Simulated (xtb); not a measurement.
C$_{3}$H$_{10}$Si, charge -1, doublet, at the geometry of the source list (a state made from the parent by changing its charge; the spin is typed, not shown lowest). Base run: GFN0-xTB (xtb).

Input for xtb:
```
$ xtb mol.xyz --gfn 0 --chrg -1 --uhf 1 --json

# file mol.xyz
14

Si     0.06090000     0.22490000     0.46560000
C     -0.93200000     1.38420000    -0.67160000
C      1.76960000    -0.11080000    -0.30300000
C     -0.87690000    -1.41820000     0.67490000
H      0.23360000     0.86220000     1.78490000
H     -1.08030000     0.94810000    -1.65580000
H     -1.91320000     1.59710000    -0.25810000
H     -0.42270000     2.33340000    -0.80880000
H      2.36230000    -0.76890000     0.32530000
H      1.68360000    -0.58130000    -1.27870000
H      2.33130000     0.80940000    -0.43310000
H     -1.02380000    -1.91880000    -0.27830000
H     -1.85700000    -1.25970000     1.11460000
H     -0.33550000    -2.10170000     1.32220000
```

Variants of this job, named by their change:

```tsv
change	ΔE vs base (mEh)
base	0.000
etemp = 10	0.160
etemp = 10000	-72.710
```
